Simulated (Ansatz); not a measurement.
Cu₁₂Pd⁺ (the lowest doublet isomer of a short search). Total charge 1; doublet. Geometry PBE-D4/def2-SVP, basis def2-TZVP, Ansatz.

```xyz
13

Pd   -0.331   -1.454   -1.551
Cu   -0.409    1.018    2.747
Cu    1.722    0.062    1.778
Cu   -1.834    1.659    0.780
Cu   -0.367   -0.390    0.797
Cu    1.568    0.231   -0.725
Cu   -0.660    1.081   -1.303
Cu   -2.387   -0.253    2.098
Cu    0.875    0.147   -3.054
Cu    2.175   -1.679   -2.092
Cu   -2.410   -0.460   -0.427
Cu    0.559    1.969    0.687
Cu    1.499   -1.931    0.266
```

```csv
run,HOMO (eV),LUMO (eV)
A,-8.03,-6.66
B,-7.72,-7.35
C,-8.01,-6.95
D,-7.75,-7.55
```

In the def2 sets Pd takes a core potential; there is no spin–orbit coupling. B3LYP takes the VWN-RPA correlation. Single mean-field runs in def2-TZVP are fitted with def2-universal-jkfit. The structure comes from a short search, and lower isomers may exist.

HOMO and LUMO are taken over both spins.

Question: The runs used B3LYP, PBE, PBE0, r2SCAN. Estimate which is which.

Answer: A PBE0 (25 % exact exchange); B r2SCAN (0 % exact exchange); C B3LYP (20 % exact exchange); D PBE (0 % exact exchange). Exact exchange lowers occupied and raises empty levels; among semilocal functionals meta-GGAs tend to open the gap a little, and such runs are hard to tell apart. The gap grows from 0.20 eV (PBE) to 1.37 eV (PBE0).
